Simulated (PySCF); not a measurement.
Borane, trichloro-, BCl₃, SMILES ClB(Cl)Cl, point group D3h.

Force field and properties: PBE0/pcSseg-2 (PySCF, grid level 2). Vibrational terms come from second-order perturbation theory with semi-diagonal cubic constants, by steps of ±0.6 along the normal coordinates of each isotopologue. The parent has the commonest isotopes.

Equilibrium geometry (Å):

```
atom        x        y        z
 Cl1  -0.8557  -1.5012  -0.0184
  B2   0.0102   0.0048  -0.0229
 Cl3  -0.8607   1.5078  -0.0026
 Cl4   1.7472   0.0078  -0.0475
```

An isotope shift is δ(isotopologue) − δ(parent), that is, the negative of the change in the averaged GIAO shielding; n counts bonds from the nearest label (0: the labelled atom itself). These are computed values; those of heavy atoms are rounded to 5 ppb, about the numerical noise.

Q: What isotope shifts arise with ³⁷Cl at 1?

A: 
```tsv
nucleus	n	0 K (ppb)	500 K (ppb)
Cl1	0	-35	-20
B2	1	0	0
Cl3	2	-20	-10
Cl4	2	-15	0
```

Q: What isotope shifts arise with ¹⁰B at 2?

A: 
```csv
nucleus,n,0 K (ppb),500 K (ppb)
B2,0,10,5
Cl1,1,195,120
Cl3,1,195,120
Cl4,1,190,115
```
